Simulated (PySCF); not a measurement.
Computed IR spectrum (relative IR intensity) of a molecule CH6ClNOSi. Geometry optimised at PBE0-D3(BJ)/def2-SVP. One conformer was computed; it need not be the lowest. All values below come from PBE0-D3(BJ)/def2-SVP (PySCF). Frequencies are harmonic and unscaled.

Lines under 2 % of the strongest are left out, and lines within 2 cm⁻¹ are merged.

ν (cm⁻¹): 138 (w), 164 (w), 175 (w), 200 (vw), 255 (w), 262 (w), 354 (m), 480 (s), 519 (vs), 696 (m), 744 (w), 781 (m), 813 (s), 857 (s), 906 (vs), 957 (vs), 1273 (m), 1425 (w), 1547 (m), 3602 (m), 3699 (m), 3926 (s) (against the strongest line: vs over 80 %, s over 45 %, m over 15 %, w over 4 %, vw less)

Question: Identify the compound among the candidates.
A) C[Si](N)(O)Cl
B) NC[Si@H](O)Cl
C) CO[Si@@H](N)Cl
D) CN[Si@H](O)Cl

Answer: A, C[Si](N)(O)Cl
